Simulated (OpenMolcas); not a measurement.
An OpenMolcas run meant for Mg I (ANO-RCC-VQZP, DKH2; inactive shells 1s 2s 2p; intended active space 2 electrons in 4 orbitals (3s 3p)). One step of its input:

```
&CASPT2
Multistate=1 1
Frozen=1 0
IPEA=2.0
Imaginary=0.1
MaxIter=60
WThr=0.0 0.3 0.05
PrWF=0.5
NoMix
```

The run finished. Its levels beside those of a sound run (SS-CASPT2, IPEA 0.25 Eh, imaginary shift 0.1 Eh (closed shells correlated: 2s 2p)), in cm⁻¹ above each run's lowest level:

| Level | This run | Usual run |
| --- | --- | --- |
| 3s² ¹S₀ | 0.0 | 0.0 |
| 3s 3p ³P°₀ | 22406 | 21897 |
| 3s 3p ³P°₁ | 22421 | 21913 |
| 3s 3p ³P°₂ | 22452 | 21944 |
| 3s 3p ¹P°₁ | 39331 | 37353 |

Problem. Which setting is unsound, and how much does it matter here?

Solution. The IPEA shift is far above its usual 0.25 hartree. Against the sound run the excited levels shown move by 880 cm-1 on average and by 2000 cm-1 at most.

Only configurations of the active space appear.

° marks odd parity.
